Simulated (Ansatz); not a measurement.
Two isomers of CH9FSi3: A = `FC([SiH3])[SiH2][SiH3]`, B = `FC([SiH3])([SiH3])[SiH3]`.

Gas-phase electronic energies from Ansatz, PBE0-D4/def2-TZVP geometries. CCSD(T)/CBS adds triple-zeta CCSD(T) − MP2 to the extrapolated MP2 energy (def2 sets, frozen cores). DFT in def2-TZVPP. B3LYP here is the variant with VWN-RPA as its local correlation; programs differ in this. One conformer a species, not always the lowest.

Question: Which is lower in electronic energy at CCSD(T)/CBS, and by how much? (Best estimate.)

Answer: Computed: A, by 1.1 kcal/mol.

Question: Give E(B) − E(A) in kcal/mol with r2SCAN-D4, B3LYP-D4, B3LYP, MP2/def2-TZVPP, CCSD/def2-TZVPP, CCSD(T)/def2-TZVPP, HF/def2-TZVPP. (Best estimate.)

Answer: Ansatz gave: r2SCAN-D4 2.0, B3LYP-D4 1.7, B3LYP 2.9, MP2/def2-TZVPP -0.2, CCSD/def2-TZVPP 1.6, CCSD(T)/def2-TZVPP 1.3, HF/def2-TZVPP 2.1. The order is the other way round with MP2/def2-TZVPP.

Largest T1 diagnostic: 0.013.

The D4 term adds −1.3 kcal/mol with B3LYP and −0.6 kcal/mol with PBE0; it sums over pairs of atoms, weighted by their polarisabilities, and B3LYP, whose exchange is more repulsive, gets the larger term. In def2-TZVPP, CCSD(T) changes the Hartree–Fock value by −0.9 kcal/mol (the triples alone add −0.3 kcal/mol) and MP2 by −2.3 kcal/mol.
